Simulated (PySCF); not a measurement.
Vertical excitations of a molecule CH5FO2Si2 from TDA-M06-2X/def2-SVPD run with PySCF, as energy in eV (oscillator strength): 4.94 (0.006), 6.64 (0.021), 6.92 (0.044), 7.33 (0.084), 7.48 (0.058), 7.71 (0.086), 8.00 (0.145), 8.15 (0.029), 8.17 (0.073), 8.34 (0.149). Lowest triplet (TDA): 4.36 eV. Geometry optimised at ωB97X-D3(BJ)/def2-SVP. Other conformers were not sampled.

Question: Which molecule gave these data?
A. C[Si]1(F)O[SiH2]O1
B. F[SiH2]C1O[SiH2]O1
C. O=C(O)[Si@@H](F)[SiH3]
D. F[Si]1([SiH3])OCO1

Answer: C, O=C(O)[Si@@H](F)[SiH3]
